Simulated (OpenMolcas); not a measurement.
# 4d5 along the 41-electron sequence

```yaml
Program: OpenMolcas
Method: SS-CASPT2, IPEA 0.25 Eh, imaginary shift 0.1 Eh
Basis: ANO-RCC-VTZP
Scalar_Hamiltonian: DKH2, point nucleus
Spin-orbit_coupling: state interaction with AMFI integrals over the reference wave functions, term energies averaged over their components
```

Active space for each ion: 5 electrons in 5 orbitals (4d); closed shells correlated by CASPT2: 4s 4p.

Computed levels in cm-1 above 6S 5/2:

```csv
Level,Mo+,Tc2+,Ru3+,Rh4+,Pd5+,Ag6+
4G 5/2,16970,20760,23850,26470,28610,31380
4G 7/2,17050,20900,24070,26830,29210,32240
4G 11/2,17080,20950,24150,26950,29410,32510
4G 9/2,17100,20980,24210,27040,29550,32710
4P 3/2,18550,23150,26650,29580,31910,34960
4P 1/2,18870,23650,27360,30530,33170,36500
4D 7/2,19710,24600,28480,31830,34730,38430
4D 1/2,20040,25170,29330,33050,36410,40480
4D 3/2,20310,25580,29890,33770,37320,41540
weight of 6S in the lowest level (%),99,99,99,99,98,98
```

Mixed levels, with the weight of the term that names them: Mo+ 4P 3/2 (68 %), Mo+ 4D 3/2 (68 %), Tc2+ 4P 3/2 (63 %), Tc2+ 4P 1/2 (75 %), Tc2+ 4D 3/2 (62 %), Ru3+ 4P 3/2 (59 %), Ru3+ 4P 1/2 (71 %), Ru3+ 4D 1/2 (71 %), Ru3+ 4D 3/2 (59 %), Rh4+ 4P 3/2 (57 %), Rh4+ 4P 1/2 (68 %), Rh4+ 4D 1/2 (69 %), Rh4+ 4D 3/2 (56 %), Pd5+ 4P 3/2 (55 %), Pd5+ 4P 1/2 (67 %), Pd5+ 4D 1/2 (68 %), Pd5+ 4D 3/2 (54 %), Ag6+ 4P 3/2 (55 %), Ag6+ 4P 1/2 (68 %), Ag6+ 4D 1/2 (69 %), Ag6+ 4D 3/2 (55 %).

Measured, with the error of the calculation in %. Measured levels: Mo+ from NIST Handbook of Basic Atomic Spectroscopic Data; Ag6+ from the list in Gamrath, thesis, University of Mons (2023).

```csv
Level,Mo+,Ag6+
4G 5/2,15199 (+11.6),29390 (+6.8)
4G 7/2,15331 (+11.2),30378 (+6.1)
4G 11/2,15447 (+10.6),30662 (+6.0)
4G 9/2,15428 (+10.9),30907 (+5.8)
4P 3/2,,32994 (+6.0)
4P 1/2,,34605 (+5.5)
4D 7/2,,36485 (+5.3)
4D 1/2,,38685 (+4.6)
```

4G 5/2 changes by a factor of 1.85 over the same range, with steps per unit of Z of +3790, +3090, +2620, +2140, +2770 cm-1.

Term energies are means over components that CASPT2 splits; among the terms shown or strongly mixed into the levels shown the widest spread is 120 cm-1 (4d5 4G, Mo+). Some high roots are left out of the spin-orbit mixing, which shifts the levels that they would mix with (holds for Mo+). Configurations with an s electron lie low at this charge and mix in, so terms can be misplaced (holds for Mo+). Levels of configurations with an s electron are missing; early in the row they begin among the upper levels of the d shell and mix with terms of their name (holds for Tc2+). Measured partners are found by configuration, term and J. A level has none where our copy of the source lacks it or the pairing is in doubt (some pairs that miss far off the trend of their configuration count as doubtful), and it then counts in no deviation. Levels of configurations outside the active space are missing.
